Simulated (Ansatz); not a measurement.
## CH4F3NSi (SMILES CN[Si](F)(F)F): the vertical ionisation energy from total energies

The species is CH4F3NSi (10 atoms), meant as a singlet with charge 0. SMILES: `CN[Si](F)(F)F`. The coordinates come from a PBE0-D4/def2-TZVP relaxation.

Both states at this one shape; open shells run unrestricted unless said. 1 Eh = 27.2114 eV.

```
                                                        level  program  singlet CH4F3NSi (Eh)  doublet CH4F3NSi+ (Eh)
                                                     HF/3-21G   Ansatz            -678.473085             -678.128500
                           SVWN5/6-31G* (spherical functions)   Ansatz            -680.593370             -680.228514
                           B3LYP/6-31G* (Cartesian functions)   Ansatz            -684.499270             -684.131804
CCSD(T)/6-31G* (spherical functions), 10 core orbitals frozen   Ansatz            -683.034476             -682.672208
```

**Question.** Work out the vertical ionisation energy at each level.

**Answer.** 
1. HF/3-21G: -678.128500 − (-678.473085) = 0.344585 Eh = 9.38 eV.
2. SVWN5/6-31G* (spherical functions): -680.228514 − (-680.593370) = 0.364856 Eh = 9.93 eV.
3. B3LYP/6-31G* (Cartesian functions): -684.131804 − (-684.499270) = 0.367466 Eh = 10.00 eV.
4. CCSD(T)/6-31G* (spherical functions): -682.672208 − (-683.034476) = 0.362268 Eh = 9.86 eV.

No measured value is set beside it here; the levels span 9.38 to 10.00 eV. Hartree–Fock favours the state with fewer electron pairs, since it lacks pair correlation.
